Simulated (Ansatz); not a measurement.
# Ligand exchange: C4H8Sn + C2H3Cl3 → C3H5ClSn + C3H6Cl2

Gas-phase species: C4H8Sn `C#[C][SnH]([CH3])[CH3]`, singlet; C2H3Cl3 (1,1,1-trichloroethane) `CC(Cl)(Cl)Cl`, singlet; C3H5ClSn `C#[C][SnH]([CH3])[Cl]`, singlet; C3H6Cl2 (2,2-dichloropropane) `CC(C)(Cl)Cl`, singlet. The partners trade CH3 for Cl: Sn–CH3 and C–Cl bonds give way to Sn–Cl and C–CH3.

Shapes, held fixed at every level: PBE0-D4/def2-TZVP. Programs: Ansatz 0.2.0. Electronic energies: no zero-point or thermal term.

Estimate ΔE of this reaction.

The highest level, CCSD(T)/def2-TZVPP, gives ΔE = -161.6 kJ/mol; the levels span -193.6 to -153.7. The column of differences is taken from that level and isn't an error. No measured value is set beside it here. For atoms past krypton def2 sets carry core potentials with scalar relativity. Outer-core shells of Sn are correlated, in sets that cover them unevenly.

| level | kind | ΔE (kJ/mol) | less CCSD(T)/def2-TZVPP |
| --- | --- | --- | --- |
| HF/def2-TZVPP | Hartree–Fock | -193.6 | -32.0 |
| PBE-D4/def2-TZVPP | GGA | -153.7 | +7.9 |
| B3LYP-D4/def2-TZVPP | global hybrid | -165.3 | -3.7 |
| wB97M-V/def2-TZVPP | range-separated hybrid | -164.2 | -2.6 |
| wB97X-V/def2-TZVPP | range-separated hybrid | -166.6 | -5.0 |
| B2PLYP/def2-TZVPP | double hybrid | -165.1 | -3.5 |
| MP2/def2-TZVPP | perturbation theory | -160.6 | +1.0 |
| CCSD(T)/def2-TZVPP | coupled cluster or CI | -161.6 | 0.0 |
